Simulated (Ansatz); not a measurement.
Input for Ansatz (a first-principles code): R-HF/def2-TZVPP on ClH2In (SMILES [Cl][InH2]), atoms moved off the minimum. Elements past Kr take the def2 small-core potentials; no spin–orbit coupling.

Ansatz 0.2 input:
```yaml
crystal:
  periodic: [false, false, false]
  atoms:
    - {symbol: In, position_ang: [-0.03760247, -0.26068703, -0.55884251]}
    - {symbol: H, position_ang: [-1.70335165, -0.31319576, -1.39500063]}
    - {symbol: H, position_ang: [1.70922861, -0.50460879, -1.01091224]}
    - {symbol: Cl, position_ang: [0.14645083, 0.63863481, 1.72358725]}
basis:
  gaussian:
    orbitals: def2-TZVPP
hamiltonian:
  xc: {name: HF}
scf: {lower_state_search: off}
output: {forces: true}
```

What total energy does the run end on?

-649.9103 hartree.
